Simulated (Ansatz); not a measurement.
Bond stretch in C3H6AuN, SMILES C[N+]#[C-]->[Au][CH3], singlet. The C2–H11 bond (C2 also carries Au, H, H; H11 carries nothing else) is pulled apart rigidly from the PBE0/def2-SVP, def2 effective core potentials past Kr optimised geometry.

Calculation: unrestricted PBE0/def2-SVP, def2 effective core potentials past Kr in Ansatz (a quantum-chemistry and plane-wave program).

Problem. Relative to R = 1.10 Å, what are the energies at R = 0.90, 1.04, 2.34, 2.71 Å?

Solution. 100.0 kJ/mol at 0.90 Å, 7.2 kJ/mol at 1.04 Å, 412.1 kJ/mol at 2.34 Å, 443.1 kJ/mol at 2.71 Å.

The unrestricted determinant behind UKS-PBE0 is spin-contaminated at 2.03 to 3.17 Å (<S²> up to 1.0, against 0.00 for a pure singlet).
